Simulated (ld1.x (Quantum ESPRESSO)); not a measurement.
**What one change does to a pseudopotential (zirconium (Zr), TM)**

| Quantity | Value |
| --- | --- |
| Element | zirconium (Zr) |
| Generator | ld1.x (Quantum ESPRESSO) 7.5 |
| Type | norm-conserving Troullier–Martins (Kleinman–Bylander form) |
| Functional | BLYP |
| Relativity | scalar-relativistic |
| Frozen core | [Ar] 3d10 4s2 |
| Valence charge | 10 |
| Reference configuration | 4p6 4d2 5s1.75 5p0 (charge +0.25) |
| Partial waves | 5s (bound): rc 2.60 bohr; 4p (bound): rc 1.90 bohr; 4d (bound): rc 1.55 bohr |
| Local potential | all-electron potential smoothed inside 2.10 bohr (lloc = -1) |
| Core correction | Bessel-smoothed model core inside 1.50 bohr |

All-electron outer shells of the reference configuration (BLYP, scalar-relativistic, ld1.x):

| shell | level (eV) | outermost node (bohr) | outermost maximum (bohr) |
| --- | --- | --- | --- |
| 3d | -176.09 | – | 0.35 |
| 4s | -55.85 | 0.55 | 1.08 |
| 4p | -33.79 | 0.56 | 1.17 |
| 5s | -5.64 | 1.46 | 3.08 |
| 4d | -4.93 | 0.58 | 1.61 |
| 5p | -2.48 | 1.69 | 4.05 |

Change: all radii but the core radius scaled by about 1.38 (s 3.58, p 2.62, d 2.14 bohr); local potential all-electron potential smoothed inside 2.88 bohr (lloc = -1).

Cutoffs: the cutoffs (Ry, on a coarse ladder) from which the occupation-weighted sum of valence levels, in a spherical-Bessel basis at the reference potential, stays within 10 and 1 mRy of its value at 400 Ry; they do not see the model core or the augmentation charge, which bear on the density cutoff. Errors are all-electron minus pseudo energies relative to the spin-unpolarised reference configuration.

Question: How do hardness, ghosts and transferability respond?

Answer: The potential gets softer (35 Ry and 45 Ry → 30 Ry and 40 Ry); the bound ghost in s disappears; of the 7 tests that both files solve, the error grows in 3 and shrinks in 2 by more than 15 % and 0.3 meV (median size 12.8 → 21.1 meV). A larger radius leaves more room for a smooth pseudo-wave, so fewer plane waves are needed.

```csv
quantity,base,changed
"cutoff, loose",35 Ry,30 Ry
"cutoff, tight",45 Ry,40 Ry
loose cutoff by channel (10 mRy a level),"s 8 Ry, p 18 Ry, d 30 Ry","s 6 Ry, p 18 Ry, d 25 Ry"
bound ghosts,s,none
"error for 4p6 4d2 5s2 5p0, meV [ΔE -1.24 eV]",0.0,+0.3
"error for 4p6 4d2 5s1 5p0, meV [ΔE 5.82 eV]",-2.2,+0.5
"error for 4p6 4d2 5s0 5p0, meV [ΔE 18.87 eV]",-13,-21
"error for 4p6 4d2 5s1.5 5p0, meV [ΔE 1.58 eV]",-0.4,-0.1
"error for 4p5 4d2 5s2 5p0, meV [ΔE 36.53 eV]",-150,+382
"error for 4p6 4d1 5s2 5p0, meV [ΔE 6.25 eV]",-25,+113
"error for 4p6 4d3 5s0 5p0, meV [ΔE 6.35 eV]",-52,-49
```

 A true bound ghost makes a file unfit for plane-wave use even where its test errors are small: the radial tests pick states by their node count and pass the ghost by.
